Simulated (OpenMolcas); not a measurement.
N: CASPT2 settings compared

- Program: OpenMolcas
- Basis: ANO-R1 [3s2p1d]
- Scalar Hamiltonian: X2C, finite nucleus
- Active space: 3 electrons in 3 orbitals (2p)
- State averaging: 2S+1 = 4 odd, 1 root; 2S+1 = 2 odd, 8 roots kept (CI in the orbitals of an earlier block)
- Spin-orbit coupling: RASSI with atomic mean-field integrals over the reference wave functions, term energies averaged over their components

Methods on the same reference wave functions:
A. CASSCF
B. SS-CASPT2, IPEA 0 Eh, imaginary shift 0.1 Eh (closed shells correlated: 1s 2s)
C. SS-CASPT2, IPEA 0 Eh, sigma2 regulariser 0.3 Eh (closed shells correlated: 2s)
D. XMS-CASPT2, IPEA 0.5 Eh, sigma2 regulariser 0.5 Eh (closed shells correlated: 1s 2s)

Energies in cm⁻¹ above 2s² 2p³ ⁴S°_3/2, the measured ground level; measured values from NIST Handbook of Basic Atomic Spectroscopic Data.

```json
{"Level": "2s² 2p³ ⁴S°_3/2", "A": "0.0", "B": "0.0", "C": "0.0", "D": "0.0", "Measured": "0.0"}
{"Level": "2s² 2p³ ²D°_3/2", "A": "23369", "B": "21770", "C": "21780", "D": "21050", "Measured": "19233"}
{"Level": "2s² 2p³ ²D°_5/2", "A": "23370", "B": "21780", "C": "21780", "D": "21050", "Measured": "19224"}
{"Level": "2s² 2p³ ²P°_1/2", "A": "38949", "B": "33660", "C": "33700", "D": "32980", "Measured": "28839"}
{"Level": "2s² 2p³ ²P°_3/2", "A": "38950", "B": "33660", "C": "33700", "D": "32980", "Measured": "28839"}
```

Deviations, from unrounded energies. A percentage is the sum of absolute deviations over the sum of measured energies, with the sign that they share, or ± where signs differ.

```csv
Against measurement,Levels,A,B,C,D
mean absolute deviation (cm-1),4,7100,3700,3700,3000
other terms of the ground configuration (%),4,+29.6,+15.3,+15.4,+12.4
```

D lies closest to measurement on these levels and A furthest from it. The largest miss of D in the table is 2s² 2p³ ²P°_3/2, by +4100 cm-1. The ranking rests on the paired levels alone, and a cruder setting can come out closer through cancelling errors.

Among B to D the level of the table that moves most is 2s² 2p³ ²D°_5/2, by 730 cm-1 (lowest in D, highest in C). Moves below CASPT2's spread within the term are not significant.

The mean deviations of B to D differ by less than CASPT2's widest spread within a term (1300 cm-1), so their order carries little weight.

From A to B the spin-free energies of the other terms of 2s² 2p³ shown, above ⁴S°, scale by factors of 0.86 to 0.93.

The lowest spin-free term lies below A's lowest term by 0.081 hartree in B, 0.079 hartree in C, 0.068 hartree in D.

Term energies are means over components that CASPT2 splits; among the terms shown or strongly mixed into the levels shown the widest spread is 1300 cm-1 (2s² 2p³ ²P°, D). Terms from blocks run as CI alone lack orbitals of their own. With the s shell closed, the reference lacks s² → p² mixing. Without dynamic correlation excited terms often stand tens of per cent too high (terms of higher spin than the ground term too low), and those without a measured partner can miss by more than the paired ones (holds for A). Some terms miss by over 15 % even with CASPT2, which points to a basis or an active space too small for the shells correlated (holds for B; C). Computed and measured levels are paired by configuration, term and J; levels that our copy of the source lacks, or whose pairing is in doubt (as where it misses far off the trend of its configuration), stay unpaired and out of the deviations. Only configurations of the active space appear.

° marks odd parity.
